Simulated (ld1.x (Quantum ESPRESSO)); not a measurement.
# Zn, PAW: configuration errors across variants

```json
{
 "Element": "Zn",
 "Generator": "ld1.x (Quantum ESPRESSO) 7.5",
 "Type": "PAW",
 "Functional": "LDA (PZ)",
 "Relativity": "scalar-relativistic",
 "Frozen core": "[Ne] 3s2",
 "Valence charge": "18",
 "Reference configuration": "3p6 3d10 4s2 4p0",
 "Partial waves": "4s (bound): rcut 1.65, rcutus 1.85 bohr; 4s channel at 0.95 Ry: rcut 1.65, rcutus 1.85 bohr; 3p (bound): rcut 1.40, rcutus 1.55 bohr; 4p (bound, empty): rcut 1.40, rcutus 1.55 bohr; 3d (bound): rcut 0.55, rcutus 0.80 bohr; 3d channel at 0.05 Ry: rcut 0.55, rcutus 0.80 bohr",
 "Local potential": "all-electron potential smoothed inside 1.70 bohr (lloc = -1)",
 "Core correction": "a·sin(br)/r model core, default radius (ld1.x builds one for every PAW set, though the input has nlcc=.false.)",
 "Augmentation charge": "PSQ, inside the norm-conserving radii"
}
```

All-electron excitation energies from the reference (eV): (1) 3p6 3d10 4s1 4p0 10.190; (2) 3p6 3d10 4s0 4p0 28.959; (3) 3p6 3d9 4s0 4p0 69.849; (4) 3p6 3d10 4s0 4p1 16.614; (5) 3p6 3d8 4s0 4p0 131.997; (6) 3p6 3d9 4s2 4p0 18.205; (7) 3p6 3d10 4s1.5 4p0 4.078; (8) 3p6 3d10 4s1 4p0 spin 9.942; (9) 3p6 3d9 4s0 4p0 spin 69.578.

Spin tests fill each open shell by Hund’s rule, majority spin first.

The default core radius of the base comes out at 0.31 bohr.

Tests that are not counted but printed errors over 1 eV. “type TM; waves now 4s (bound): rc 1.85 bohr; 3p (bound): rc 1.55 bohr; 3d (bound): rc 0.80 bohr; local potential the d channel; core correction none”: 3p6 3d9 4s2 4p0 (solver errors, printed error -19.2 eV).

1 further variants failed, have other tests or too few solved ones, and are left out.

A true bound ghost makes a file unfit for plane-wave use even where its test errors are small: the radial tests pick states by their node count and pass the ghost by. Where a test does run into it, the solver fails or the error is huge.

Errors AE − PS in meV (a dash: test not solved or not reliable):

```csv
change,(1),(2),(3),(4),(5),(6),(7),(8),(9),bound ghosts
base,-1.5,-4.6,-31,-2.9,-190,-18,-0.6,-1.5,-31,none
"waves 3d (bound): rcut 0.55, rcutus 0.64 bohr; 3d channel at 0.05 Ry: rcut 0.55, rcutus 0.64 bohr",-1.5,-4.5,-31,-2.9,-188,-18,-0.6,-1.5,-31,none
"wave 3d channel at 0.05 Ry: rcut 0.55, rcutus 0.80 bohr becomes 3d channel at 0.69 Ry: rcut 0.55, rcutus 0.80 bohr",-1.5,-4.6,-29,-2.9,-186,-18,-0.6,-1.5,-29,none
type TM; waves now 4s (bound): rc 1.85 bohr; 3p (bound): rc 1.55 bohr; 3d (bound): rc 0.80 bohr; local potential the d channel; core correction none,-4.8,-42,+61,-159,+128,–,-1.0,-3.2,+127,s
"waves 3p (bound): rcut 1.00, rcutus 1.06 bohr; 4p (bound): rcut 1.00, rcutus 1.06 bohr",-1.3,-3.7,-30,-2.0,-171,-16,-0.5,-1.2,-30,none
core correction a·sin(br)/r model core inside 0.98 bohr,-1.7,-5.8,-25,-3.5,-165,-17,-0.7,-1.7,-26,none
local potential all-electron potential smoothed inside 1.25 bohr (lloc = -2),-1.4,-3.9,-31,-2.5,-187,-17,-0.6,-1.3,-31,none
"waves 4s (bound): rcut 1.65, rcutus 2.24 bohr; 4s channel at 0.95 Ry: rcut 1.65, rcutus 2.24 bohr",-1.3,-4.3,-31,-2.6,-191,-5.8,-0.5,-1.1,-31,none
```

(1) Give the same row for: augmentation BG, radius 0.50 bohr.

Answers

(1) 0.0, +3.6, -30, +4.3, -208, -15, -0.3, +0.2, -30; bound ghosts: none.
